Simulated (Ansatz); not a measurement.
C2H5AlBCl, SMILES `C[B]1[CH2][Al]1[Cl]`. Charge 0, multiplicity 1.

| atom | x (Å) | y (Å) | z (Å) |
| --- | --- | --- | --- |
| C1 | -1.228 | 1.209 | 0.391 |
| B2 | -0.156 | 0.188 | -0.082 |
| C3 | 0.667 | -0.842 | 0.552 |
| Al4 | 0.906 | -0.582 | -1.563 |
| Cl5 | 2.283 | -1.804 | -2.573 |
| H6 | -1.408 | 1.123 | 1.468 |
| H7 | -0.920 | 2.238 | 0.185 |
| H8 | -2.181 | 1.058 | -0.121 |
| H9 | 1.418 | -1.531 | 0.121 |
| H10 | 0.621 | -1.059 | 1.622 |

Q: List the harmonic frequencies (cm⁻¹, unscaled) at PBE0-D4/def2-TZVP in Ansatz. (Estimate.)

A: Computed: 80, 115, 125, 179, 213, 326, 405, 468, 624, 768, 827, 857, 897, 1007, 1304, 1410, 1448, 1459, 1548, 2975, 3037, 3099, 3109, 3117.

Q: Is this a minimum?

A: Yes, all 24 modes are real.

Q: Give the ideal-gas thermochemistry at 298.15 K and 1 bar (rigid rotor, harmonic oscillator; point group Cs, symmetry number 1).

A: Zero-point energy 175.8 kJ/mol; H(298) − E = 198.2 kJ/mol; entropy 359.1 J/(mol·K), of which translation 166.6, rotation 114.0, vibration 78.5; G(298) − E = 91.1 kJ/mol. Modes under 100 cm⁻¹ are hindered rotations or soft bends, so the harmonic entropy is rough.

Q: Rotational constants (cm⁻¹)?

A: 0.4172, 0.04237, 0.03874.
